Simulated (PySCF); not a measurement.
**Removing an electron from Me2Si(SMe)2**

Species: Me2Si(SMe)2, C4H12S2Si.
Geometry (PBE0-D3(BJ)/def2-SVP, Å), atoms numbered from 1 in this order:
```
atom  x, y, z in Å
C1     1.779    0.619    1.835
S2     1.167    1.396    0.306
Si3    0.108   -0.257   -0.573
C4     1.210   -1.735   -0.889
C5    -0.637    0.435   -2.143
S6    -1.382   -0.961    0.809
C7    -2.335    0.570    1.063
H8     2.044    1.427    2.530
H9     2.673    0.009    1.640
H10    0.993   -0.004    2.288
H11    0.633   -2.556   -1.342
H12    1.656   -2.107    0.045
H13    2.026   -1.457   -1.575
H14   -1.270    1.310   -1.932
H15   -1.256   -0.331   -2.637
H16    0.156    0.748   -2.841
H17   -2.957    0.422    1.955
H18   -1.655    1.419    1.229
H19   -2.988    0.779    0.204
```

Level: PBE0/def2-SVPD (PySCF). Frontier orbitals with their largest atomic shares (Löwdin; up to four atoms above 4 %):

```
orbital  ε (eV)                          main atoms
 HOMO−3   -8.70  S6 21 %, S2 20 %, Si3 17 %, C5 8 %
 HOMO−2   -8.13  S2 33 %, S6 32 %, Si3 11 %, C1 6 %
 HOMO−1   -6.86   S6 35 %, S2 33 %, Si3 8 %, C7 6 %
   HOMO   -6.72                                   ?
   LUMO    0.20  S2 25 %, S6 25 %, Si3 11 %, C1 8 %
 LUMO+1    0.43    S6 24 %, S2 23 %, C7 7 %, C1 7 %
 LUMO+2    0.54  S2 15 %, S6 15 %, C5 11 %, C4 11 %
```

**Question.** What vertical ionisation energy does ΔSCF give, and how far is −ε(HOMO) from it?

**Answer.** ΔSCF: 8.45 eV (815 kJ/mol; threshold wavelength 147 nm); ⟨S²⟩ of the doublet left behind is 0.759, against 0.75 for a pure doublet. −ε(HOMO) is 6.72 eV, 1.73 eV below it. In exact Kohn–Sham theory the two would be equal; PBE0 (global hybrid, 25 % exact exchange) falls short of its own ΔSCF value by 20 %.

**Question.** On which atoms does the HOMO lie?

**Answer.** S2 (sulfur bonded to C and Si) 39 %, S6 (sulfur bonded to C and Si) 38 %, C1 (S-methyl carbon) 5 %, C7 (S-methyl carbon) 5 %. The HOMO−1 lies 0.14 eV lower.

**Question.** What total energies stand behind the ΔSCF value?

**Answer.** E(N) = -1244.58136 Eh and E(N − 1) = -1244.27078 Eh at the same geometry, 0.31058 Eh apart.

**Question.** How many of the 10 lowest singlet excitations (vertical TDDFT, same level) lie below the ionisation energy?

**Answer.** All 10; they run from 5.61 to 6.90 eV.

Geometry: PBE0-D3(BJ)/def2-SVP, one conformer, isolated molecule.
